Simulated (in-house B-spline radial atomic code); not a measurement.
**The neon ion Ne⁺: [He] 2s2 2p5**

Level of theory: non-relativistic PBE0, spin-polarised, spherical fractional occupations, exact exchange averaged over the configuration, point nucleus; calculated with an all-electron radial atomic-structure program (B-spline basis).

Z_r = [3n² - l(l+1)]/(2<r>); Z_e = n√(-2ε); the last column is Slater's effective charge. Values are occupation-weighted means over spin.

```tsv
shell	electrons	ε (eV)	<r> (bohr)	Z_r	Z_e	Slater
1s	2	-867.87	0.158	9.49	7.99	9.70
2s	2	-59.668	0.864	6.94	4.19	6.20
2p	5	-35.492	0.88	5.68	3.23	6.20
```

The least bound orbital is 2p down at -34.18 eV, and it is also the most diffuse (<r> = 0.8903 bohr).
